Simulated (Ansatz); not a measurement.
Cd8H22Se8, relaxed as a singlet with RKS r2SCAN-D4/def2-SVP in Ansatz, starting from the GFN1-xTB geometry. Force threshold 0.03 eV/Å.

In the def2 sets Cd takes a core potential; there is no spin–orbit coupling. Single mean-field runs in def2-SVP are fitted with def2-universal-jkfit. In the singlet geometry the species has come apart into loosely held pieces. In the singlet, H34 and H37 lie 0.76 Å apart (atoms count from 1), so H2 has formed as a molecule.

Start:

```
atom    x (Å)    y (Å)    z (Å)
 Cd1   1.5250   5.4133   0.2268
 Se2   0.1395   4.1523  -2.2911
 Se3   1.3768   2.5039   0.8663
 Cd4  -1.0302   1.5618   1.6555
 Cd5  -0.4990   1.2806  -3.1459
 Se6  -1.7742   0.5910  -0.8707
 Se7  -0.6818  -0.8742   2.7676
 Cd8  -2.9609  -1.9441   4.3704
 Cd9  -2.4835  -1.9740  -1.3124
Se10  -3.8527  -2.3887   1.3964
Cd11   3.2373   1.2840  -0.5453
Se12   1.7763   0.1559  -2.4759
Se13   3.0819  -1.2540   1.1175
Cd14   0.6594  -2.9407   1.8285
Cd15   1.8926  -2.8107  -2.9362
Se16  -0.1257  -2.9641  -0.7218
 H17   0.1602   6.0230   0.9392
 H18   3.0409   5.5565  -0.4393
 H19  -1.0615   4.8733  -2.6033
 H20   0.8140   4.6718  -3.4458
 H21   2.0662   2.4481   2.1344
 H22  -2.1253   2.5967   2.3098
 H23  -1.2064   1.4735  -4.6135
 H24  -3.0429   1.2452  -1.0798
 H25   0.2605  -0.5176   3.8030
 H26  -3.8732  -0.5928   4.6723
 H27  -2.4861  -3.5123   4.6652
 H28  -3.6173  -2.4767  -2.3869
 H29  -5.1713  -1.8606   1.1919
 H30  -4.3225  -3.7408   1.2992
 H31   4.8363   1.6407  -0.6682
 H32   2.5617   0.6137  -3.5960
 H33   4.1029  -1.3094   2.1258
 H34   3.7833  -2.1626   0.2585
 H35   1.2447  -4.2402   2.6447
 H36   0.9615  -3.0084  -4.2983
 H37   3.2721  -3.1523  -2.0477
 H38  -0.4784  -4.3609  -0.7947
```

Estimate the energy that the relaxation releases and the steps that it takes.

219.7 kJ/mol, in 52 steps; 4.8 min on 4 threads of AMD EPYC 7R13 on a shared host and a share (37 GiB) of an NVIDIA H100 80GB HBM3. The force fell under the threshold at step 22, but the optimiser went on and released 0.406 eV more. No frequencies were taken in this run, so the end may be a saddle point.

Does the start keep its bonding and symmetry?

Bonds lost: Se7–Cd8, Se13–H34, Cd15–H37 (atoms count from 1). Metal–metal contacts that move far: Cd8–Cd14 4.53 to 3.25 Å, Cd1–Cd11 4.54 to 3.26 Å. The end holds 2 separate pieces. Point group Cs at the start, Cs at the end, both within 0.05 Å.

Predict the relaxed structure.


```xyz
38

Cd    3.199    4.331   -0.858
Se   -0.340    4.243   -2.214
Se    0.865    2.957    1.065
Cd   -1.572    1.996    1.829
Cd   -0.695    1.502   -3.064
Se   -2.099    0.820   -0.811
Se   -1.234   -0.446    2.990
Cd   -1.688   -3.678    3.642
Cd   -2.726   -1.820   -1.197
Se   -4.153   -2.025    1.313
Cd    2.931    1.326    0.377
Se    1.571    0.336   -1.987
Se    2.938   -0.506    2.283
Cd    0.820   -2.093    2.310
Cd    1.418   -2.288   -2.531
Se   -0.176   -2.517   -0.378
H     3.979    5.243    0.317
H     2.376    3.758   -2.241
H    -1.755    4.527   -2.563
H     0.096    4.656   -3.557
H     1.363    3.266    2.415
H    -2.867    3.031    2.210
H    -1.132    1.393   -4.695
H    -3.397    1.407   -1.180
H    -0.621    0.039    4.238
H    -1.442   -3.635    5.302
H    -2.280   -3.901    2.054
H    -3.555   -2.571   -2.466
H    -5.295   -1.297    0.704
H    -4.746   -3.316    0.928
H     4.217    2.200   -0.379
H     2.535    0.793   -3.000
H     3.950   -1.435    1.750
H     3.461   -2.422   -0.528
H     0.617   -3.683    2.959
H     2.003   -3.319   -3.714
H     3.804   -2.898   -1.013
H    -0.371   -3.974   -0.310
```
Bond lengths (bridged metal pairs left out): 17 × Cd–Se 2.64 to 2.94 Å; 2 × Cd–Cd 3.25 to 3.26 Å; 10 × Cd–H 1.67 to 1.73 Å; 10 × H–Se 1.47 to 1.49 Å.
